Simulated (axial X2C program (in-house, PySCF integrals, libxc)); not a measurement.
Worked dissociation energy of RhC: PBE0, scalar-relativistic

All values were computed with an axial X2C code built on PySCF integrals. Spin-free means the one-electron spin-free X2C Hamiltonian. Basis: Rh dyall-cv3z [12s12p8d5f3g], C dyall-v3z [7s6p2d1f] (cores contracted in-house); Gaussian nuclei, density fitting, unrestricted open shells. Masses: Rh 102.906 u, C 12.000 u.

Molecular state: M_S = 1/2, Λ = 0 (beyond evenly filled blocks: σα).

* E(Rh) (2M_S = 3, M_L = 2): -4783.336301 hartree
* E(C) (2M_S = 2, M_L = 0): -37.822650 hartree
* E(RhC) at Re: -4821.375752 hartree
* ωe: 1133.7 cm⁻¹
* ωexe: 4.68 cm⁻¹

Q: Work out De and D0.

A: De = -4783.336301 + (-37.822650) − (-4821.375752) = 0.21680 hartree = 5.899 eV. The zero-point energy is ωe/2 − ωexe/4 = 566 cm⁻¹ = 0.070 eV, so D0 = 5.829 eV.

The state is a single determinant with fixed occupations, the lowest that a limited PBE0 search found. De is counted from the lowest determinant-based energies of the atoms at the same level, without counterpoise correction. The functionals have no current-density term, which raises determinants with orbital currents, atoms included.

Each atomic determinant is the lowest at this level and need not be a pure term. Totals compare only within one Hamiltonian and basis.
